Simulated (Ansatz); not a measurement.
System: CH2NS (charge 0, doublet). It need not be the lowest isomer of its formula. 
Geometry from a B3LYP-D3(BJ)/def2-TZVP (Ansatz, a first-principles code) optimisation:
```
N
H 1 1.0071
C 1 1.3129 2 120.60
H 1 1.0157 2 117.02 3 180.00
S 3 1.5929 1 136.94 2 180.00
```
Charge 0, spin multiplicity 2.

Basis-set convergence of Hartree-Fock and CCSD correlation energies (hartree) with Ansatz. Correlated levels leave the core frozen unless marked. UHF or UKS for open shells. No spin-orbit coupling. No relativistic terms.

```tsv
basis	functions	E(HF)	E(corr, CCSD)
aug-cc-pV(D+d)Z	96	-490.98755	-0.45800
aug-cc-pV(T+d)Z	193	…	…
```

### Question
What belongs in the gaps?

### Answer

- aug-cc-pV(T+d)Z, E(HF): -491.02057
- aug-cc-pV(T+d)Z, E(corr, CCSD): -0.54574
